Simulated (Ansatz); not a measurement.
`BCS` + `N[SiH2]F` → `BN[SiH2]F` + CH₃SH at 500 K and 1 bar (ligand exchange at a B–C bond).

Computed with Ansatz on PBE0-D4/def2-TZVP structures; ΔE is electronic, products minus reactants. CCSD(T)/CBS adds triple-zeta CCSD(T) − MP2 to the extrapolated MP2 energy (def2 sets, frozen cores). This one scheme is used for every species. Each species was taken in one conformer, which may not be the lowest.

```json
{"species": "`BCS`", "CCSD(T)/CBS energy (Eh)": "-463.59975", "H − E (kJ/mol)": "181.0", "S (J/(mol·K))": "347.9"}
{"species": "`N[SiH2]F`", "CCSD(T)/CBS energy (Eh)": "-446.07709", "H − E (kJ/mol)": "152.9", "S (J/(mol·K))": "325.1"}
{"species": "`BN[SiH2]F`", "CCSD(T)/CBS energy (Eh)": "-471.49877", "H − E (kJ/mol)": "193.4", "S (J/(mol·K))": "364.6"}
{"species": "CH₃SH", "CCSD(T)/CBS energy (Eh)": "-438.22835", "H − E (kJ/mol)": "145.1", "S (J/(mol·K))": "283.7"}
```

H − E and S are ideal-gas, rigid-rotor, harmonic terms from PBE0-D4/def2-TZVP, for one conformer and one mirror image of each species. 1 Eh = 2625.50 kJ/mol, R = 8.31446 J/(mol·K).

Problem. By hand: ΔE, ΔH, ΔS and ΔG.

Solution. ΔE = (-471.49877) + (-438.22835) − (-463.59975) − (-446.07709) = -0.05028 Eh = -132.0 kJ/mol. Δ(H − E) = 193.4 + 145.1 − 181.0 − 152.9 = 4.6, so ΔH = -127.4 kJ/mol. ΔS = 364.6 + 283.7 − 347.9 − 325.1 = -24.7 J/(mol·K). ΔG = -127.4 − 500 × (-24.7)/1000 = -115.1 kJ/mol.

Problem. By hand: the equilibrium constant, and the temperature at which ΔG would vanish if ΔH and ΔS stayed fixed.

Solution. log₁₀ K = −ΔG/(RT ln 10) = 12.0. ΔG = 0 at ΔH/ΔS = 5158 K, far beyond where these terms or the molecules hold.

ΔH outweighs TΔS. A doubt of 5 kJ/mol in ΔE shifts log₁₀ K by 0.5 here. Other conformers and mirror images would add mixing entropy, several J/(mol·K) or more a flexible species. These are equilibria of isolated gas molecules and say nothing of rates. Largest T1 diagnostic: 0.012 (customary marks: 0.02 for closed shells, 0.045 for open ones).
